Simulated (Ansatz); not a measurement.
C$_{6}$H$_{15}$B, charge -1, doublet, at a GFN2-xTB geometry (a state made from the parent by changing its charge; the spin is typed, not shown lowest) (a gas-phase anion, which may not be bound at this level); B3LYP/6-31G* (Ansatz, a program for electronic structure).

Input for Ansatz:
Ansatz 0.2 input:
```yaml
crystal:
  periodic: [false, false, false]
  atoms:
    - {symbol: B, position_ang: [-0.19978137, -0.26170281, -0.08144368]}
    - {symbol: C, position_ang: [0.98735513, 0.43979404, -0.96543347]}
    - {symbol: C, position_ang: [1.89190619, -0.54739139, -1.72856220]}
    - {symbol: H, position_ang: [1.65434692, 1.04917240, -0.33415062]}
    - {symbol: H, position_ang: [0.57458635, 1.12709762, -1.71980173]}
    - {symbol: H, position_ang: [1.29774661, -1.14502908, -2.42080795]}
    - {symbol: H, position_ang: [2.37706642, -1.23211878, -1.03268588]}
    - {symbol: H, position_ang: [2.67831123, -0.04343655, -2.30848115]}
    - {symbol: C, position_ang: [-1.71978599, 0.05363465, -0.58527780]}
    - {symbol: C, position_ang: [-2.19850390, 1.49923033, -0.31907725]}
    - {symbol: H, position_ang: [-2.45331234, -0.61083677, -0.10260282]}
    - {symbol: H, position_ang: [-1.82698516, -0.11985892, -1.66651244]}
    - {symbol: H, position_ang: [-1.53619505, 2.20851611, -0.81452781]}
    - {symbol: H, position_ang: [-2.17200957, 1.70806842, 0.74972602]}
    - {symbol: H, position_ang: [-3.22205742, 1.68573466, -0.67607508]}
    - {symbol: C, position_ang: [0.01094867, -0.19021484, 1.54064112]}
    - {symbol: C, position_ang: [1.06543758, -1.16737008, 2.08239078]}
    - {symbol: H, position_ang: [-0.93188535, -0.40343435, 2.06420289]}
    - {symbol: H, position_ang: [0.32048244, 0.81657722, 1.88459293]}
    - {symbol: H, position_ang: [2.03108834, -0.96853106, 1.61847153]}
    - {symbol: H, position_ang: [0.78850969, -2.19579978, 1.84644326]}
    - {symbol: H, position_ang: [1.19506770, -1.09370347, 3.17134023]}
basis:
  gaussian:
    orbitals: 6-31G*
hamiltonian:
  xc: b3lyp
total_charge: -1
magnetization: {spin_polarized: true, initial_magnetization: 1}
accuracy: high
```

### Question
Predict the main parts of the log of this Ansatz run.

### Answer

```
Functional definition: B3LYP
3430 factors; integrals over basis functions are off by at most 1.8e-8 eV
mean field evaluation 1: about -7132.7987 eV, gradient 4.3e1 eV
mean field evaluation 2: about -7128.1249 eV, gradient 5.2e1 eV
mean field evaluation 4: about -7142.2299 eV, gradient 1.4e0 eV
mean field evaluation 8: about -7142.5386 eV, gradient 4.9e-2 eV
mean field evaluation 16: about -7142.5386 eV, gradient 8.1e-5 eV
mean field -7142.53860383 eV, -262.4834523041 hartree, gradient 9.8e-8 eV, S^2 0.752528; 0 other end points of the search recorded, 0 dependent functions left out
reference -7142.53865815 eV, -262.4834543005 hartree; 29, 28 occupied and 106, 107 virtual orbitals, 3430 factors
Total energy: -7142.53865815 eV, -262.4834543005 hartree
```
